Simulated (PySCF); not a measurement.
Ge(NH2)(SiH3) (GeH5NSi), SMILES [Ge]([SiH3])[NH2] (connectivity only; charge and spin as stated), neutral, multiplicity 1.

Geometry: PBE-D3(BJ)/def2-SVP. The values are those of a single conformer.

Level of theory: TDDFT-ωB97X/def2-SVPD (PySCF).

Vertical excitations. Isolated molecule, no solvent. State labels are in the subgroup Cs.

| state | symmetry | energy (eV) | λ (nm) | f | main pairs |
|---|---|---|---|---|---|
| S1 | A" | 2.83 | 437 | 0.005 | HOMO→LUMO 100 % |
| S2 | A' | 5.30 | 234 | 0.100 | HOMO→LUMO+1 81 %, HOMO→LUMO+3 13 % |
| S3 | A' | 5.85 | 212 | 0.097 | HOMO−1→LUMO 93 % |
| S4 | A" | 6.10 | 203 | 0.033 | HOMO−2→LUMO 80 %, HOMO−4→LUMO 15 % |
| S5 | A' | 6.11 | 203 | 0.346 | HOMO→LUMO+3 75 %, HOMO→LUMO+1 12 % |
| S6 | A' | 6.60 | 188 | 0.307 | HOMO→LUMO+2 79 % |
| S7 | A" | 6.74 | 184 | 0.037 | HOMO→LUMO+4 92 % |
| S8 | A" | 7.07 | 175 | 0.047 | HOMO−1→LUMO+1 87 % |
| S9 | A' | 7.17 | 173 | 0.153 | HOMO→LUMO+5 89 % |
| S10 | A" | 7.42 | 167 | 0.000 | HOMO−4→LUMO 80 %, HOMO−2→LUMO 15 % |
| T1 | A" | 2.10 | 591 | 0 | HOMO→LUMO 97 % |
| T2 | A' | 4.34 | 285 | 0 | HOMO−1→LUMO 95 % |
| T3 | A' | 4.50 | 276 | 0 | HOMO→LUMO+1 86 % |
| T4 | A" | 5.10 | 243 | 0 | HOMO−2→LUMO 70 %, HOMO−4→LUMO 19 % |
Triplets are in the Tamm–Dancoff approximation, which puts them higher than full response would, so one can lie above its singlet here.
